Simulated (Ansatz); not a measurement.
Input file:

```yaml
crystal:
  periodic: [false, false, false]
  atoms:
    - { symbol: Zr, position_ang: [0.0, 0.0, 0.0] }
    - { symbol: F, position_ang: [0.0, 0.0, 2.33] }
    - { symbol: O, position_ang: [1.952, 0.0, -0.6893] }
    - { symbol: H, position_ang: [2.2684, -0.9521, -0.806] }
    - { symbol: O, position_ang: [-0.975, 1.6891, -0.6893] }
    - { symbol: H, position_ang: [-1.9328, 1.4584, -0.9117] }
    - { symbol: Cl, position_ang: [-1.1869, -2.0563, -0.8392] }
    - { symbol: S, position_ang: [-2.6612, -0.4827, 0.8987] }
    - { symbol: H, position_ang: [-3.2738, -1.4229, 0.0616] }
    - { symbol: H, position_ang: [-1.2855, -0.2332, 2.1468] }
basis:
  gaussian: { orbitals: def2-SVP }
hamiltonian:
  xc: hf
relax:
  f_tol: 0.15
  max_steps: 25
  restrain:
    - { distance: [0, 7], at: 2.55, k: 30.0 }
    - { distance: [9, 1], at: 0.92, k: 30.0 }
    - { distance: [0, 1], at: 3.18, k: 30.0 }
    - { distance: [9, 7], at: 2.6, k: 30.0 }
```

Run as:

```bash
$ ansatz run input.yaml --threads 2 --pin off --max-ram 3072MiB --backend cpu --events-out ev --progress --plain --runs-dir out
```

Hardware: 2 threads of Arm Neoverse V2, with other jobs on the host.

Task: Roughly how long does this run take, and how much memory?

Result: 57 s, with a peak of 0.31 GiB, for 20 ionic steps.
